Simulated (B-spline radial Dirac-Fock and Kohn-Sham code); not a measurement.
Two-hole binding energies of Eu³⁶⁺

System: Eu³⁶⁺, configuration 1s2 2s2 2p6 3s2 3p6 3d9.

The computed values come from a radial atomic solver: Dirac-Fock ΔSCF + Breit + QED. U is the two-hole binding energy less the two single-hole energies, the effective repulsion of the holes after relaxation. Each two-hole energy is an average over J within one jj subconfiguration.

| holes | E(a) (eV) | E(b) (eV) | E(ab) (eV) | U (eV) |
| --- | --- | --- | --- | --- |
| 1s⁻¹ 2p3/2⁻¹ | 50126.2 | 8544.2 | ? | ? |
| 1s⁻¹ 3p1/2⁻¹ | 50126.2 | 3066.3 | 53337.6 | 145.1 |
| 2s⁻² | 9619.2 | 9619.2 | 19467.6 | 229.1 |
| 2s⁻¹ 2p1/2⁻¹ | 9619.2 | 9188.9 | 19028.2 | 220.0 |
| 2p1/2⁻² | 9188.9 | 9188.9 | 18656.2 | 278.4 |
| 2s⁻¹ 2p3/2⁻¹ | 9619.2 | 8544.2 | 18375.4 | 212.0 |
| 2p3/2⁻² | 8544.2 | 8544.2 | 17334.2 | 245.8 |
| 2s⁻¹ 3p1/2⁻¹ | 9619.2 | 3066.3 | 12807.7 | 122.1 |
| 2s⁻¹ 3p3/2⁻¹ | 9619.2 | 2924.7 | 12661.6 | 117.7 |
| 2p1/2⁻¹ 3s⁻¹ | 9188.9 | 3248.7 | 12556.7 | 119.1 |
| 2p1/2⁻¹ 3p3/2⁻¹ | 9188.9 | 2924.7 | 12235.3 | 121.7 |
| 2p3/2⁻¹ 3s⁻¹ | 8544.2 | 3248.7 | 11910.8 | 117.9 |
| 2p3/2⁻¹ 3p1/2⁻¹ | 8544.2 | 3066.3 | 11735.4 | 124.9 |
| 3p3/2⁻² | 2924.7 | 2924.7 | 5941.9 | 92.6 |

**Question.** Give the missing two-hole energy and U.

**Answer.** E(ab) = 59002.8 eV and U = 332.5 eV.
